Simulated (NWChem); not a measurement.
Species: ammonia borane (BNH$_{6}$); SMILES [NH3+][BH3-]

```xyz
8

B      0.0000     0.0000    -0.9333
N      0.0000     0.0000     0.7108
H     -1.0597    -0.5367    -1.2586
H      0.9947    -0.6494    -1.2586
H      0.0650     1.1861    -1.2586
H     -0.8011     0.5254     1.0891
H      0.8556     0.4311     1.0891
H     -0.0545    -0.9565     1.0891
```
Atoms are numbered in this order, from 1.

The geometry was optimised at PBE-D3(BJ)/def2-SVP.

 Unshifted, non-relativistic core excitations; the lowest 4 roots alone, so stronger bands may lie above.

Task: List the first B K-edge excitations from PBE0/cc-pVTZ, restricted-window TDA (NWChem).

Result: 
```tsv
state	energy (eV)	dipole oscillator strength	leading excitation (squared amplitude)
S1	181.2	0.0061	1s of atom 1 or its equivalents → LUMO (0.98)
S2	183.2	0.0009	1s of atom 1 or its equivalents → LUMO+1 (0.99)
S3	183.2	0.0009	1s of atom 1 or its equivalents → LUMO+2 (0.99)
S4	184.4	0.0158	1s of atom 1 or its equivalents → LUMO+3 (0.93)
```
